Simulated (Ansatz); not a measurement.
Energy difference R1 + R2 → P1 + P2, each structure at its B3LYP-D3(BJ)/def2-TZVP stationary point, reached from a drawn start (curvature not checked).
P1: H atom, charge 0, multiplicity 2.
R1, H2 (SMILES [H][H]) (charge 0, multiplicity 1, Z-matrix in Å and degrees):
```
H
H 1 0.7440
```
P2: H2O (SMILES O), charge 0, multiplicity 1.
R2, OH (SMILES [OH]) (charge 0, multiplicity 2, Z-matrix in Å and degrees):
```
O
H 1 0.9767
```

P less R. No zero-point or thermal terms; singlets are restricted closed shells; open shells are unrestricted; no spin–orbit coupling.

Frozen-core correlation throughout.

The values were computed with Ansatz (an electronic-structure program) with Gaussian orbitals. No computed number here is a measurement.

```csv
level,reaction energy (kcal/mol)
SVWN5/def2-TZVPPD,-29.31
BHLYP/def2-TZVPPD,-9.25
CAM-B3LYP/def2-TZVPPD,-14.46
wB97X-V/def2-TZVPPD,-15.33
B2PLYP/def2-TZVPPD,-15.12
MP2/aug-cc-pVTZ,-23.53
CCSD/aug-cc-pVDZ,-14.15
CCSD/aug-cc-pVQZ,-13.96
CCSD(T)/aug-cc-pVDZ,(withheld)
```

Q: Fill in the missing entries.

A: 
- CCSD(T)/aug-cc-pVDZ, reaction energy (kcal/mol): -15.32
